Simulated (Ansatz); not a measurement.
**A geometry optimisation of CH2AlFS with B3LYP-D3(BJ)/def2-SVP**

The starting geometry of this gas-phase singlet was optimised with GFN2-xTB; its bonds are those of `[F][AlH][CH]=S`.

```xyz
6

C     0.2911    0.2513    1.5423
Al    1.0965   -0.0149   -0.2660
F     0.7575    1.0548   -1.4620
S    -0.6473    1.5847    1.6369
H     0.3774   -0.3415    2.4551
H     2.0174   -1.1784   -0.5914
```

**Question.** Where would you expect an optimisation with B3LYP-D3(BJ)/def2-SVP to take it?

**Answer.** A new bond forms, giving a structure given below by its coordinates. Contacts that close: Al2–S4 (3.04 → 2.45 Å).

The energy falls by 0.36 eV over 31 steps:

```tsv
step	E − E(last) (eV)
1	0.364
4	0.281
8	0.281
11	0.281
14	0.281
18	0.274
21	0.250
24	0.145
28	0.001
31	0.000
```

Final geometry (Å):

```yaml
atoms:
  - { symbol: C, position_ang: [0.0710, 0.0144, 1.4789] }
  - { symbol: Al, position_ang: [1.0728, 0.1056, -0.1903] }
  - { symbol: F, position_ang: [0.1996, 0.4618, -1.5712] }
  - { symbol: S, position_ang: [0.5606, 1.5809, 1.6952] }
  - { symbol: H, position_ang: [-0.5809, -0.4699, 2.2199] }
  - { symbol: H, position_ang: [2.5695, -0.3369, -0.3176] }
```

The end wasn't checked by frequencies. Run with Ansatz 0.2.0, 3.4 min on 1 thread of Intel(R) Xeon(R) Processor @ 2.50GHz (Skylake/Cascade Lake), on a shared host.
